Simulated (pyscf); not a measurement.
## `[F][GeH][F]`, doublet

Gas-phase minimum from PySCF at ωB97X-D3(BJ)/def2-SVP, one conformer. 

```xyz
4

F      0.0357     0.1303     0.7269
Ge    -1.4931    -0.6151     0.3677
F     -1.1031    -1.8231    -0.8199
H     -2.3712     0.4600    -0.3441
```
Charge 0, spin multiplicity 2.

Bond lengths (Å): F1–Ge2 1.738, Ge2–F3 1.738, Ge2–H4 1.560. Bond angles (°): F1–Ge2–F3 104.0, F1–Ge2–H4 107.1, F3–Ge2–H4 107.1.

Properties at ωB97X-D3(BJ)/def2-SVP:

```json
{
  "harmonic_wavenumbers_unscaled": "235, 654, 660, 720, 732, 2022 cm⁻¹",
  "zero_point_energy": "7.2 kcal/mol",
  "rotational_symmetry_number": "1",
  "Entropy of this conformer at 298 K and 1 atm, rigid rotor and harmonic oscillator, modes under 100 cm⁻¹ raised to 100": "286.3 J/(mol K)",
  "dipole_moment": "2.46 D",
  "Spin expectation value S2": "0.753"
}
```

Single-point totals, which compare only within one level (frozen core for MP2 and CC):

| level | total energy (hartree) |
|---|---|
| ωB97X-D3(BJ)/def2-TZVP | -2277.36963 |
| PBE/def2-TZVP | -2276.91117 |
| r²SCAN/def2-TZVP | -2277.32507 |
| B3LYP-D3(BJ)/def2-TZVP | -2277.46355 |
| PBE0-D3(BJ)/def2-TZVP | -2276.96048 |
| M06-2X/def2-TZVP | -2277.35484 |
| ωB97M-D3(BJ)/def2-TZVP | -2277.46400 |
| UHF/def2-TZVPP | -2274.96141 |
| MP2/def2-TZVPP | -2275.69250 |
| CCSD/def2-TZVPP | -2275.69315 |
| CCSD(T)/def2-TZVPP | -2275.71600 |

The CCSD(T) − MP2 part came from Ansatz, without density fitting, on the same reference. The frozen core leaves the outer d or s,p core shells of the metals and heavy elements correlated in the MP2 and CC values, and def2-TZVPP describes them poorly, so these totals are far from the basis limit. Elements up to Kr have no core potential and no relativistic terms here.
